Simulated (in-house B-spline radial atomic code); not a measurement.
Configurations of Be, with energies counted from [He] 2s2. Computed with an all-electron radial atomic-structure program (B-spline basis): non-relativistic LC-wPBE, spin-polarised, spherical fractional occupations, point nucleus. Caution: exact exchange at fractional occupations of open shells leaves self-interaction of up to several eV. Shells without spins written out take the highest spin.

```tsv
configuration	E - E(ref) (eV)	highest orbital	its <r> (bohr)
[He] 2s(1 up, 0 down) 2p(0 up, 1 down)	5.5983	2p down	3.963
[He] 2s1 3p1	7.5933	3p up	10.94
[He] 2s(1 up, 0 down) 3d(1 up, 0 down)	8.1434	3d up	14.43
```

Problem. Order these further configurations by energy, lowest first.
A. [He] 2s(1 up, 0 down) 3s(1 up, 0 down)
B. [He] 2s1 2p1
C. [He] 2s(1 up, 0 down) 3p(0 up, 1 down)

Solution. B (4.4919 eV), A (6.1292 eV), C (7.6502 eV).
